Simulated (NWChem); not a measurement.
System: SiNH₅O; SMILES N[SiH2]O

```xyz
8

Si    -0.4681     0.0273    -0.0013
N      0.4164    -1.4415     0.0098
O      0.5398     1.3603    -0.0250
H     -1.3167     0.0927     1.2291
H     -1.3266    -0.0041    -1.2234
H      0.8162    -1.7902    -0.8538
H      1.0036    -1.6799     0.8011
H      0.1434     2.2079     0.1963
```
Atoms are numbered in this order, from 1.

Geometry: optimised at PBE0/def2-SVP.

List the 4 lowest vertical singlet excitations from PBE0/def2-SVPD, TDA (NWChem).


```tsv
state	energy (eV)	oscillator strength	leading excitation (squared amplitude)
S1	6.89	0.047	HOMO → LUMO (0.54)
S2	7.35	0.038	HOMO → LUMO+1 (0.35)
S3	7.60	0.033	HOMO−1 → LUMO (0.61)
S4	7.82	0.026	HOMO−1 → LUMO+1 (0.88)
```
